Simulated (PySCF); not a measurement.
PySCF input (CCSD(T)/cc-pVDZ):

```python
from pyscf import gto, scf, mp, cc as ccmod

mol = gto.M(
    atom='''
    Al   -0.39477180   -0.54907430   -0.26729586
    C     0.64014884    0.89036065    0.43343808
    H     0.45300292    0.99825514    1.50513264
    H     0.37166754    1.82323757   -0.06940631
    H     1.70458499    0.69636029    0.27680607
    H    -1.23811508   -1.72205100   -0.83831477
    ''',
    basis='cc-pvdz',
    charge=1,
    spin=0,
    verbose=4,
)

mf = scf.RHF(mol)
mf.conv_tol = 1e-10
mf.max_cycle = 100
mf.kernel()
mp2 = mp.MP2(mf, frozen=6).run()
cc = ccmod.CCSD(mf, frozen=6)
cc.max_cycle = 100
cc.kernel()
et = cc.ccsd_t()
print(f'E(CCSD(T)) = {cc.e_tot + et:.9f}')
```

Output:

```
PySCF version 2.14.0

[INPUT] verbose = 4
[INPUT] num. atoms = 6
[INPUT] num. electrons = 22
[INPUT] charge = 1
[INPUT] spin (= nelec alpha-beta = 2S) = 0
[INPUT] symmetry False subgroup None
[INPUT] Mole.unit = angstrom
[INPUT] Symbol           X                Y                Z      unit          X                Y                Z       unit  Magmom
[INPUT]  1 Al    -0.394771800000  -0.549074300000  -0.267295860000 AA   -0.746010583702  -1.037600049037  -0.505115969630 Bohr   0.0
[INPUT]  2 C      0.640148840000   0.890360650000   0.433438080000 AA    1.209705986558   1.682537780590   0.819079263157 Bohr   0.0
[INPUT]  3 H      0.453002920000   0.998255140000   1.505132640000 AA    0.856051452428   1.886428817039   2.844288470744 Bohr   0.0
[INPUT]  4 H      0.371667540000   1.823237570000  -0.069406310000 AA    0.702349859991   3.445419667318  -0.131158917217 Bohr   0.0
[INPUT]  5 H      1.704584990000   0.696360290000   0.276806070000 AA    3.221198787144   1.315930232123   0.523087661917 Bohr   0.0
[INPUT]  6 H     -1.238115080000  -1.722051000000  -0.838314770000 AA   -2.339698411894  -3.254204762533  -1.584185321478 Bohr   0.0

nuclear repulsion = 45.2553459177113
number of shells = 22
number of NR pGTOs = 95
number of NR cGTOs = 52
basis = cc-pvdz
ecp = {}

******** <class 'pyscf.scf.hf.RHF'> ********
method = RHF
initial guess = minao
damping factor = 0
level_shift factor = 0
DIIS = <class 'pyscf.scf.diis.CDIIS'>
diis_start_cycle = 1
diis_space = 8
diis_damp = 0
SCF conv_tol = 1e-10
SCF conv_tol_grad = None
SCF max_cycles = 100
direct_scf = True
direct_scf_tol = 1e-13
Set gradient conv threshold to 1e-05
Initial guess from minao.
init E= -282.002328248415
  HOMO = -0.324159916470993  LUMO = 0.00409300194423645  gap/eV = 8.93222
cycle= 1 E= -281.808957793793  delta_E= 0.193  |g|= 0.256  |ddm|= 1.75
  HOMO = -0.678636318674434  LUMO = -0.189726454877174  gap/eV = 13.30392
cycle= 2 E= -281.843042197774  delta_E= -0.0341  |g|= 0.0659  |ddm|= 0.442
  HOMO = -0.650356514610242  LUMO = -0.162070569608951  gap/eV = 13.28694
cycle= 3 E= -281.84517456715  delta_E= -0.00213  |g|= 0.0183  |ddm|= 0.0957
  HOMO = -0.656000990733852  LUMO = -0.162641552337269  gap/eV = 13.42499
cycle= 4 E= -281.845314180414  delta_E= -0.00014  |g|= 0.00441  |ddm|= 0.0231
  HOMO = -0.655680843527298  LUMO = -0.163158124952373  gap/eV = 13.40223
cycle= 5 E= -281.845322381594  delta_E= -8.2e-06  |g|= 0.000938  |ddm|= 0.00572
  HOMO = -0.655950861336491  LUMO = -0.163223891007126  gap/eV = 13.40778
cycle= 6 E= -281.845322839514  delta_E= -4.58e-07  |g|= 0.000142  |ddm|= 0.00157
  HOMO = -0.655972970239231  LUMO = -0.163229236342067  gap/eV = 13.40824
cycle= 7 E= -281.845322858245  delta_E= -1.87e-08  |g|= 3.66e-05  |ddm|= 0.000419
  HOMO = -0.655968902950883  LUMO = -0.163226907207695  gap/eV = 13.40819
cycle= 8 E= -281.845322859669  delta_E= -1.42e-09  |g|= 7e-06  |ddm|= 9.7e-05
  HOMO = -0.655967557318745  LUMO = -0.163226215118505  gap/eV = 13.40817
cycle= 9 E= -281.845322859721  delta_E= -5.23e-11  |g|= 1.02e-06  |ddm|= 1.73e-05
  HOMO = -0.655967441071039  LUMO = -0.163226182717685  gap/eV = 13.40817
Extra cycle  E= -281.845322859721  delta_E= 1.14e-13  |g|= 4.03e-07  |ddm|= 1.99e-06
converged SCF energy = -281.845322859721

******** <class 'pyscf.mp.mp2.RMP2'> ********
nocc = 5, nmo = 46
frozen orbitals 6
E(RMP2) = -282.039811138785  E_corr = -0.194488279063652
E(SCS-RMP2) = -282.047030087912  E_corr = -0.201707228190897
E_corr(same-spin) = -0.0365523538678671
E_corr(oppo-spin) = -0.157935925195784

******** <class 'pyscf.cc.ccsd.CCSD'> ********
CC2 = 0
CCSD nocc = 5, nmo = 46
frozen orbitals 6
max_cycle = 100
direct = 0
conv_tol = 1e-07
conv_tol_normt = 1e-05
diis_space = 6
diis_start_cycle = 0
diis_start_energy_diff = 1e+09
Init t2, MP2 energy = -282.039811138973  E_corr(MP2) -0.194488279251484
Init E_corr(CCSD) = -0.194488279251569
cycle = 1  E_corr(CCSD) = -0.215009789473253  dE = -0.0205215102  norm(t1,t2) = 0.0407261
cycle = 2  E_corr(CCSD) = -0.220800549549428  dE = -0.00579076008  norm(t1,t2) = 0.0147233
cycle = 3  E_corr(CCSD) = -0.22333889013792  dE = -0.00253834059  norm(t1,t2) = 0.00670544
cycle = 4  E_corr(CCSD) = -0.223573806647233  dE = -0.000234916509  norm(t1,t2) = 0.00190145
cycle = 5  E_corr(CCSD) = -0.223468774491468  dE = 0.000105032156  norm(t1,t2) = 0.000795463
cycle = 6  E_corr(CCSD) = -0.223459894270816  dE = 8.88022065e-06  norm(t1,t2) = 0.000174135
cycle = 7  E_corr(CCSD) = -0.223464025175833  dE = -4.13090502e-06  norm(t1,t2) = 5.75003e-05
cycle = 8  E_corr(CCSD) = -0.223464065090811  dE = -3.99149781e-08  norm(t1,t2) = 1.53572e-05
cycle = 9  E_corr(CCSD) = -0.223463901050323  dE = 1.64040488e-07  norm(t1,t2) = 5.96508e-06
cycle = 10  E_corr(CCSD) = -0.223463806769553  dE = 9.42807697e-08  norm(t1,t2) = 1.67644e-06
CCSD converged
E(CCSD) = -282.0687866664909  E_corr = -0.2234638067695534
CCSD(T) correction = -0.00558566679058035
E(CCSD(T)) = -282.074372333
```

It need not be the lowest isomer of its formula.
